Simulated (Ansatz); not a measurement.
Mg₅Si₃⁻, relaxed as a doublet with UKS r2SCAN-D4/def2-SVPD in Ansatz, starting from the GFN1-xTB geometry. Force threshold 0.02 eV/Å.

Another isomer (doublet) lies 0.30 eV lower at PBE0-D4/def2-TZVPD; other spin states weren't run for this one.

Start:

```xyz
8

Mg    1.5908   -1.2708   -1.6060
Mg   -3.8013   -1.3623    0.7372
Mg    1.4404   -1.6645    1.4573
Mg   -0.2843    1.3702   -2.2470
Mg    3.2228    0.5212    0.4957
Si   -1.8244    0.0150   -0.5022
Si    0.3697    1.9782    0.2357
Si   -0.7137    0.4131    1.4293
```

| step | energy (eV) | largest force component (eV/Å) | SCF passes |
| --- | --- | --- | --- |
| 1 | -50832.9637 | 0.919 | 39 |
| 2 | -50833.4562 | 0.543 | 47 |
| 3 | -50833.7495 | 0.320 | 45 |
| 4 | -50833.8755 | 0.176 | 45 |
| 5 | -50833.9650 | 0.272 | 48 |
| 6 | -50834.1029 | 0.253 | 58 |
| 7 | -50834.2196 | 0.263 | 47 |
| 8 | -50834.3199 | 0.252 | 44 |
| 9 | -50834.4109 | 0.278 | 45 |
| 10 | -50834.5071 | 0.287 | 48 |
| 11 | -50834.6104 | 0.301 | 40 |
| 12 | -50834.7046 | 0.192 | 39 |
| 13 | -50834.7827 | 0.125 | 39 |
| 14 | -50834.8239 | 0.113 | 41 |
| 15 (rejected) | -50834.8230 | 0.186 | 38 |
| 16 | -50834.8330 | 0.028 | 39 |
| 17 | -50834.8341 | 0.053 | 37 |
| 18 | -50834.8346 | 0.011 | 35 |

Force components are those of the run's own axes.

End:

```xyz
8

Mg    0.592   -1.479   -1.319
Mg   -2.149   -1.713    0.919
Mg    0.687   -1.521    1.769
Mg    0.186    1.533   -1.718
Mg    2.363    0.330    0.042
Si   -1.747   -0.160   -1.218
Si    0.797    2.372    0.748
Si   -0.728    0.637    0.778
```

Bonds formed: Mg1–Si6, Mg2–Mg3, Mg2–Si8, Mg4–Mg5, Mg4–Si8, Mg5–Si7 (atoms count from 1).

No frequencies were taken in this run, so the end may be a saddle point.

Hardware: 4 threads of Arm Neoverse V1 on a shared host. Wall time 5.4 min.
